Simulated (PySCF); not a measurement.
GeHClBr₂, SMILES [Cl][GeH]([Br])[Br]. The structure is a stationary point at PBE-D3(BJ)/def2-SVP.

These are PySCF with PBE-D3(BJ)/def2-SVP values and carry that method's errors.

Harmonic wavenumbers (cm⁻¹): 91, 114, 139, 282, 323, 421, 656, 672, 2107. Rotational constants (GHz): 1.526, 0.8396, 0.5841; symmetry number 1.

Question: Work out the zero-point energy and the ideal-gas rigid-rotor harmonic-oscillator thermochemistry at 298.15 K and 1 atm.

Answer: ZPE = ½ Σ hcν = ½ × 4804 cm⁻¹ = 28.74 kJ/mol. H − E(el) = 47.85 kJ/mol. Entropy in J/(mol K): translation 178.52, rotation 127.37, vibration 58.86, total 364.74. G − E(el) = -60.89 kJ/mol. Cp = 85.05 J/(mol K). Modes under 150 cm⁻¹ make the vibrational entropy uncertain.
